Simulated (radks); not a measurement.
Species: Bi I. Configuration: [Hg] 6p3. Method: scalar-relativistic Kohn-Sham, PBEsol, spin-polarised, spherical densities, point nucleus; open shells are filled with parallel spins first (spin-orbit coupling, left out, can overturn this in heavy ions); hard spherical wall at 12 bohr; computed with a radial shooting solver on a logarithmic mesh with Libxc functionals.

Local quantities along the radius. ELF = 1/(1 + alpha^2) is the electron localisation function; alpha = (tau - tau_W)/tau_unif compares the Pauli kinetic energy density with that of the uniform gas (summed over spins). tau is taken from the large components.

r (bohr)	ELF	alpha
0.001324	0.999	0.02441
0.001809	0.999	0.02833
0.002491	0.999	0.03490
0.003403	0.998	0.04592
0.004649	0.996	0.06614
0.006402	0.988	0.1084
0.008747	0.961	0.2019
0.01195	0.843	0.4310
0.01632	0.533	0.9367
0.02248	0.334	1.413
0.03071	0.485	1.031
0.04196	0.719	0.6254
0.05732	0.679	0.6869
0.07894	0.377	1.284
0.1078	0.487	1.026
0.1473	0.713	0.6344
0.2013	0.417	1.181
0.2772	0.418	1.180
0.3787	0.718	0.6274
0.5173	0.491	1.018
0.7124	0.368	1.312
0.9733	0.661	0.7161
1.33	0.513	0.9735
1.816	0.377	1.285
2.502	0.601	0.8144
3.417	0.707	0.6439
4.669	0.481	1.038
6.378	0.108	2.875
8.784	0.004	15.24

On this mesh the ELF has minima near r = 0.022, 0.092, 0.24, 0.61, 1.8 bohr, which separate the shells, and maxima near 0.049 (0.74), 0.15 (0.71), 0.38 (0.72), 0.97 (0.66), 3.4 (0.71).
